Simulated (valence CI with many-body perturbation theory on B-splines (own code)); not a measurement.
## Sensitivity of CI+MBPT for Nd²⁸⁺

Computed by valence CI with perturbative core correlation (CI+MBPT): four valence electrons over a frozen Dirac-Fock core [Ar] 3d10, radial functions for each j: 6 s, 6 p, 5 d, 3 f, 1 g, with the one-electron correlation potential Σ1, the two-electron term Σ2, the three-electron term Σ3, Breit, model QED; selected CI, second order for the rest, scaled by the run's own slope (own B-spline code, finite nucleus).

No measured spectrum was set against this ion. As an estimate, large intervals hold to a few tenths of a per cent, small ones and those within an open d or f shell to about a per cent.

The reference run has the lowest level (4s^2 4p1/2^2) J=0 and an ionisation energy of 1050.05 eV. Its largest variational space holds 9996 state functions.

Levels are named by their leading jj configuration (3d3/2^4 stands for four electrons in 3d with j = 3/2), which in mixed levels can hold well under half, so a name can repeat and another be missing. Letters in brackets count levels of one name in rising energy.

Changed runs:
A. scale of Σ2 1 → 0.5
B. selection threshold (hartree) 2e-08 → 1e-05
C. Davidson tolerance 2e-05 → 0.0003
D. start configuration 4s2 4p2 → 4s4 (bad on purpose)

Excitation energies of the reference run in cm⁻¹, and shifts in cm⁻¹:

```tsv
Level	Reference	A	B	C
(4s^2 4p1/2 4p3/2) J=1	219676	-490	-1.9	0
(4s^2 4p1/2 4p3/2) J=2	244224	-291	-3.6	0
(4s^2 4p3/2^2) J=2	482416	-666	-3.2	0
(4s^2 4p3/2^2) J=0	538003	-157	+0.1	0
(4s 4p1/2^2 4p3/2) J=2	721587	-1402	-1.2	0
(4s 4p1/2^2 4p3/2) J=1	807315	+347	-1.4	0
(4s 4p1/2 4p3/2^2) J=2 [a]	926108	-1929	-1.0	0
(4s 4p1/2 4p3/2^2) J=3	973052	-1400	-1.2	0
(4s 4p1/2 4p3/2^2) J=0	1023350	-671	+0.5	0
(4s 4p1/2 4p3/2^2) J=2 [b]	1030790	-467	-2.3	0
(4s 4p1/2 4p3/2^2) J=1 [a]	1046170	+210	-1.1	0
(4s 4p1/2 4p3/2^2) J=1 [b]	1088650	+2868	-2.3	0
Ionisation energy (eV)	1050.05	-0.02	0	0
```

No effect on these energies: C.

Run D: It gave no result: a shell was given more electrons than it holds. The program said: "a valence shell holds more than 4l+2 electrons".
